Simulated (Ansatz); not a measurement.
Reaction (ligand exchange at the Al–C bond): `C#[C][Al]([F])[Cl]` + H₂Se → `[F][Al]([Cl])[SeH]` + acetylene

Isolated molecules relaxed with PBE0-D4/def2-TZVP in Ansatz; ΔE leaves out vibrations. CBS: MP2 limit from def2 TZ/QZ plus the TZ coupled-cluster correction, frozen cores. This one scheme is used for every species. DFT in def2-TZVPP. For Se outer-core shells are correlated without core-valence functions, which leaves a few kJ/mol of doubt a bond. Scalar relativity is left out up to krypton. Each species was taken in one conformer, which may not be the lowest.

Task: Is it downhill or uphill in electronic energy at CCSD(T)/CBS, and by how much? (Estimate.)

Result: The calculation gave: Downhill: ΔE = -14.0 kcal/mol.

Task: What do these levels give: revPBE-D4, r2SCANh-D4, CAM-B3LYP-D4, ωB97X-V, r2SCAN0, CCSD/def2-SVP? (Best estimate.)

Result: The calculation gave: revPBE-D4 -13.4, r2SCANh-D4 -13.7, CAM-B3LYP-D4 -12.8, ωB97X-V -13.3, r2SCAN0 -14.1, CCSD/def2-SVP -12.2 kcal/mol.

Task: What do rigid-rotor, harmonic-oscillator terms from PBE0-D4/def2-TZVP frequencies (298.15 K, 1 bar) make of the CCSD(T)/CBS value? (Best estimate.)

Result: The calculation gave: ΔZPE = +1.8 kcal/mol, ΔH = -12.4 kcal/mol, ΔS = -15 J/(mol·K), ΔG = -11.3 kcal/mol.

Largest T1 diagnostic among the species: 0.013.

Leaving LDA and LC-ωPBE aside and taking each functional with its dispersion term where it has one, the values, not all of them listed here, spread over 3.0 kcal/mol, from HSE06-D4 to B97M-V. From BLYP to BHLYP (50 % exact exchange), in def2-TZVPP and without D4, ΔE moves by −1.0 kcal/mol.
